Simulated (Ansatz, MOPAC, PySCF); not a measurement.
Noncovalent pair: PH3 (SMILES P) (first 4 atoms) with AsH3 (SMILES [AsH3]); geometry from B3LYP-D3(BJ)/def2-TZVP, rigid monomers moved along the line of their centres of mass till P1···As5 is 3.28 Å.
(charge 0, multiplicity 1):
```
atom    x (Å)    y (Å)    z (Å)
----  -------  -------  -------
P     -0.5518   0.1766   0.2743
H      0.7162  -0.4564   0.2556
H     -1.2642  -1.0484   0.2453
H     -0.5941   0.3428  -1.1351
As    -0.4591  -0.2076   3.5275
H     -1.8228   0.4699   3.5654
H      0.2745   1.1260   3.5860
H     -0.4240  -0.3680   5.0457
```

Monomers are frozen at their geometry in the pair; levels with a basis set take the counterpoise correction.

Rows in 6-31G* carry no dispersion term and start afresh at each structure (6-31G* with six Cartesian d functions); the Pople sets are all-electron and without relativity. The state that PM6 reach isn't checked.

Programs: Ansatz (Gaussian basis) for Hartree–Fock, density functionals and correlated methods; MOPAC for PM6 (differences of heats of formation); PySCF for 6-31G* rows, the dispersion terms. Values without a source in brackets are computed.

Task: What interaction energy does B3LYP-D3(BJ)/def2-TZVPPD give?

Result: -4 kJ/mol

Task: Estimate the interaction energy that PM6 returns for this input.

Result: 24 kJ/mol

Task: Predict the interaction energy from HF/6-31G*.

Result: 14 kJ/mol

Ansatz is a first-principles code.
